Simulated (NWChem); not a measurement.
# CAuO cation; SMILES [O+]#[C-]->[Au+]

Results from NWChem. All runs use the structure optimised with PBE-D3(BJ)/def2-SVP. The spin multiplicity was typed, not searched, and may not be the lowest. def2 effective core potentials on Au; no spin-orbit coupling. Vertical excitations in the gas phase; the lowest state need not have the same character in each row.

For level PBE0/def2-SVP, TDA:

```yaml
lowest excitation, singlet (eV): 4.57
lowest triplet (eV): 3.54
orbital gap (eV): 6.21
```

### Question
How do the values read with level LDA (Slater exchange, VWN5)/def2-SVP, TDA instead?

### Answer
The lowest excitation, singlet (eV) is 4.32, the lowest triplet (eV) is 3.39 and the orbital gap (eV) is 3.67.
